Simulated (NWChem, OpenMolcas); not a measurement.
**The same job for OpenMolcas**

This NWChem 7.3.0 job computes singlet CH2F3Si+:

run.py:
```python
from ase import Atoms
from ase.calculators.nwchem import NWChem

mol = Atoms(['C', 'Si', 'F', 'F', 'F', 'H', 'H'], positions=[
    [-0.691800, 0.401700, 0.763500],
    [0.442900, -0.260900, -0.483500],
    [0.009400, 0.178500, -1.934200],
    [0.495400, -1.838000, -0.481100],
    [1.916900, 0.241300, -0.236600],
    [-1.731100, 0.616200, 0.542200],
    [-0.380400, 0.593100, 1.784100],
])

calc = NWChem(
    label='geom',
    theory='dft',
    memory='2200 mb',
    basis='def2-SVP',
    basispar='spherical bse',
    charge=1,
    dft={'xc': 'b3lyp', 'mult': '1', 'grid': 'xfine', 'convergence': 'energy 1e-08', 'iterations': '100', 'mulliken': None},
    task='energy',
)
mol.calc = calc

print(f"energy = {mol.get_potential_energy():.6f} eV")
print("dipole (e A):", mol.get_dipole_moment().round(4))
```

```bash
$ export ASE_NWCHEM_COMMAND="nwchem PREFIX.nwi > PREFIX.nwo"
$ python run.py
```

The coordinates come from a PBE0-D4/def2-TZVP relaxation. That shape belongs to the parent species and isn't relaxed for this state.

It gives a total energy of -627.726818 Eh.

Problem. How is this level of theory, on these atoms, set up in OpenMolcas 26.06 as an input file of the program's own?

Solution. This input was run:

mol.xyz:
```
7

C     -0.691800     0.401700     0.763500
Si     0.442900    -0.260900    -0.483500
F      0.009400     0.178500    -1.934200
F      0.495400    -1.838000    -0.481100
F      1.916900     0.241300    -0.236600
H     -1.731100     0.616200     0.542200
H     -0.380400     0.593100     1.784100
```

job.inp:
```
&GATEWAY
BasLib=$CurrDir
Coord=mol.xyz
Basis=def2-SVP
Group=NoSym
&SEWARD
GridInput
Grid=UltraFine
End of Grid
&SCF
Charge=1
KSDFT=B3LYP
Thresholds=1e-10 1e-07 1e-07 1e-05
PrOrbitals=1 1
```

```bash
$ export MOLCAS_MEM=1860
$ pymolcas job.inp > job.log
```

(Basis files named in the input come from the Basis Set Exchange and aren't shown.)

Its energy is -627.726818 Eh, the same as the first but for the last digit, at most.
